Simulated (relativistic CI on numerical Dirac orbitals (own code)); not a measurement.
**d4 in a ligand field**

Computed with a parametric ligand-field model of a d^n configuration (Racah B and C, spin-orbit zeta, crystal field), exact diagonalisation.

Field parameters in Wybourne normalisation: Oh B⁴₀ = 21Dq, B⁴₄ = √(5/14) B⁴₀; Td as Oh with Dq negative (B⁴₀ = 21Dq, B⁴₄ = √(5/14) B⁴₀). The field is a parameter set, without covalency.

Ground term and bands for B = 920, C = 4340, ζ = 0 cm⁻¹, Oh, 10Dq = 9400 cm⁻¹?

Ground term 5E with 1.00 electrons in the two orbitals of the cubic e set. Spin-allowed: 5T2 9400 cm⁻¹ (1064 nm). Lowest spin-forbidden: 3T1 15064 cm⁻¹ (664 nm), 3E 21787 cm⁻¹ (459 nm), 3T1 23119 cm⁻¹ (433 nm).

Ground term and bands for B = 530, C = 1860, ζ = 0 cm⁻¹, Oh, 10Dq = 22800 cm⁻¹?

Ground term 3T1 with 0.02 electrons in the two orbitals of the cubic e set. Spin-allowed: 3E 21000 cm⁻¹ (476 nm), 3T1 21429 cm⁻¹ (467 nm), 3T2 22012 cm⁻¹ (454 nm), 3A1 23066 cm⁻¹ (434 nm). Lowest spin-forbidden: 1T2 5841 cm⁻¹ (1712 nm), 1E 6590 cm⁻¹ (1517 nm), 5E 10856 cm⁻¹ (921 nm).

Ground term and bands for B = 1000, C = 3520, ζ = 0 cm⁻¹, Oh, 10Dq = 15600 cm⁻¹?

Ground term 5E with 1.00 electrons in the two orbitals of the cubic e set. Spin-allowed: 5T2 15600 cm⁻¹ (641 nm). Lowest spin-forbidden: 3T1 6055 cm⁻¹ (1651 nm), 1T2 15995 cm⁻¹ (625 nm), 1E 17415 cm⁻¹ (574 nm).

Ground term and bands for B = 860, C = 3170, ζ = 0 cm⁻¹, Oh, 10Dq = 39100 cm⁻¹?

Ground term 3T1 with 0.02 electrons in the two orbitals of the cubic e set. Spin-allowed: 3E 36026 cm⁻¹ (278 nm), 3T1 36776 cm⁻¹ (272 nm), 3T2 37740 cm⁻¹ (265 nm), 3A1 39372 cm⁻¹ (254 nm). Lowest spin-forbidden: 1T2 9843 cm⁻¹ (1016 nm), 1E 11023 cm⁻¹ (907 nm), 5E 18952 cm⁻¹ (528 nm).

Ground term and bands for B = 750, C = 2990, ζ = 0 cm⁻¹, Td, 10Dq = -7900 cm⁻¹?

Ground term 5T2 with 2.00 electrons in the two orbitals of the cubic e set. Spin-allowed: 5E 7900 cm⁻¹ (1266 nm). Lowest spin-forbidden: 3T1 9027 cm⁻¹ (1108 nm), 1A1 9212 cm⁻¹ (1086 nm), 3T2 12093 cm⁻¹ (827 nm).
